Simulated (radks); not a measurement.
The numbers below are computed, except where a source is named.
Task: Spherical jellium clusters: N electrons in a uniform positive sphere of charge N and radius rs N^(1/3), rs unknown. Level of theory: non-relativistic Kohn-Sham, LDA (Slater exchange, Perdew-Wang correlation), spin-polarised, spherical densities (a radial shooting solver with Libxc functionals). Levels are named by radial order and angular momentum (1s, 1p, 1d, 2s, ...), and open shells are averaged over m. Each electron was tried in the lowest free levels, single moves between levels near the top were tried too, and the lowest total energy was kept; such a search can miss a lower state. IP is vertical, at fixed background; rs is in bohr. The values of IP (eV) for N = 2 to 12 are 4.774, 3.554, 3.997, 4.235, 3.846, 4.079, 4.229, 3.217, 3.415, 3.569, 3.692. Estimate rs.

Result: rs = 4.55 bohr. A metal sphere has IP near W + 1/(2R) hartree with R = rs N^(1/3), and both terms fall as rs grows; shell closures ride on that trend.
